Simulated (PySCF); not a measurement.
# Correlation energy of Li⁻ (lithium, charge -1)

[He] 2s2, closed-shell 1S. All numbers are calculated (PySCF 2.14, scalar relativity by spin-free X2C-1e, in aug-cc-pVDZ-DK). Frozen: 1s2; 2 electrons correlated.

With two correlated electrons CCSD is exact within the correlated space (frozen core and kept virtual orbitals).

| level | correlation energy (mhartree) |
| --- | --- |
| CCSD | -26.81 |

Diagnostics: T1 = 0.046, D1 = 0.0651, largest double amplitude 0.160.

T1 exceeds 0.03, a sign that the reference determinant is poor. A double-excitation amplitude exceeds 0.15, a sign of near-degeneracy.

Cost of the coupled-cluster step: of the order of 0.05 core-seconds, for 2 correlated electrons.
